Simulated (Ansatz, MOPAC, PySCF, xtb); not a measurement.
Relaxed torsion scan: SMILES C#C[SiH2][SiH2][Si](Cl)(Cl)Cl, singlet. Scanned: dihedral C2–Si3–Si4–Si5; all other coordinates were relaxed at B3LYP-D3(BJ)/def2-SVP. Points at φ and −φ are mirror images. Heavy atoms are numbered in the order of the SMILES C#C[SiH2][SiH2][Si](Cl)(Cl)Cl, hydrogens after them in the order of the atoms that carry them; the mirror image has the same energies with the sign of each dihedral reversed.

- PM3, restricted, heats of formation // B3LYP-D3(BJ)/def2-SVP (MOPAC)
- GFN1-xTB // B3LYP-D3(BJ)/def2-SVP (xtb)
- RHF/3-21G = PySCF with restricted Hartree-Fock/3-21G, density fitting // B3LYP-D3(BJ)/def2-SVP
- CCSD(T)/cc-pVDZ = CCSD(T) on RHF/cc-pVDZ, frozen core // B3LYP-D3(BJ)/def2-SVP run with Ansatz (a first-principles code)

Energies relative to the lowest point of each profile, in kcal/mol; the last columns give the difference from CCSD(T):

```csv
φ / °,PM3,GFN1-xTB,RHF/3-21G,CCSD(T)/cc-pVDZ,PM3 − CCSD(T)/cc-pVDZ,GFN1-xTB − CCSD(T)/cc-pVDZ,RHF/3-21G − CCSD(T)/cc-pVDZ
-165,0.00,0.26,0.00,0.22,-0.22,0.05,-0.22
-135,0.06,0.64,0.75,0.77,-0.71,-0.13,-0.02
-105,0.04,0.48,0.81,0.68,-0.64,-0.19,0.14
-75,0.28,0.00,0.45,0.21,0.06,-0.21,0.24
-45,0.63,0.07,0.24,0.00,0.63,0.07,0.24
-15,0.80,0.01,0.85,0.71,0.09,-0.70,0.14
15,0.80,0.01,0.85,0.71,0.09,-0.70,0.14
45,0.63,0.07,0.24,0.00,0.63,0.07,0.24
75,0.28,0.00,0.45,0.21,0.06,-0.21,0.24
105,0.04,0.48,0.81,0.68,-0.64,-0.19,0.14
135,0.06,0.64,0.75,0.77,-0.71,-0.13,-0.02
165,0.00,0.26,0.00,0.22,-0.22,0.05,-0.22
```

PM3 is furthest from CCSD(T)/cc-pVDZ at -135 (-0.71 kcal/mol, below); its mean absolute difference over the points is 0.39 kcal/mol.

GFN1-xTB is furthest from CCSD(T)/cc-pVDZ at -15 (-0.70 kcal/mol, below); its mean absolute difference over the points is 0.23 kcal/mol.

RHF/3-21G is furthest from CCSD(T)/cc-pVDZ at -45 (0.24 kcal/mol, above); its mean absolute difference over the points is 0.16 kcal/mol.
